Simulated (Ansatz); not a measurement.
A search over several starts for the lowest SCF solution of Ge3⁻ at the given spin, in a small basis.

```yaml
crystal:
  periodic: [false, false, false]
  atoms:
    - {symbol: Ge, position_ang: [0.067602, -0.263605, 1.443452]}
    - {symbol: Ge, position_ang: [0.397490, -0.983488, -0.821295]}
    - {symbol: Ge, position_ang: [-0.465092, 1.247092, -0.622167]}
basis:
  gaussian: {orbitals: def2-SVP, initial_orbitals: start.molden}
total_charge: -1
magnetization: {spin_polarized: true, initial_magnetization: 1}
hamiltonian: {xc: pbe0, dispersion: d4}
output: {orbitals: {seedname: orbitals}}
```

The file start.molden holds the orbitals of an earlier run on this structure, at another level or in another basis.

```sh
$ ansatz run in.yaml --threads 4 --pin off --events-out ev --progress --plain --max-ram 3916MiB
```

Shortened log:

```
Functional definition: PBE0
941 factors; integrals over basis functions are off by at most 5.7e-4 eV
mean field evaluation 1: about -169513.1779 eV, gradient 3.4e0 eV
mean field evaluation 2: about -169513.2412 eV, gradient 7.1e-2 eV
mean field evaluation 4: about -169513.2445 eV, gradient 7.4e-4 eV
mean field evaluation 8: about -169512.7153 eV, gradient 1.6e1 eV
mean field evaluation 16: about -169513.2445 eV, gradient 2.1e-2 eV
mean field evaluation 32: about -169513.2445 eV, gradient 1.4e-5 eV
mean field -169513.24448916 eV, -6229.4968347727 hartree, gradient 1.7e-5 eV, S^2 0.760267; 7 other end points of the search recorded, 0 dependent functions left out
reference -169513.24451019 eV, -6229.4968355454 hartree; 49, 48 occupied and 47, 48 virtual orbitals, 941 factors
Total energy: -169513.36442809 eV, -6229.5012424470 hartree
```

Hardware: 4 threads of Arm Neoverse V1 on a shared host. Wall time 5 s.

The structure comes from a short search, and lower isomers may exist.
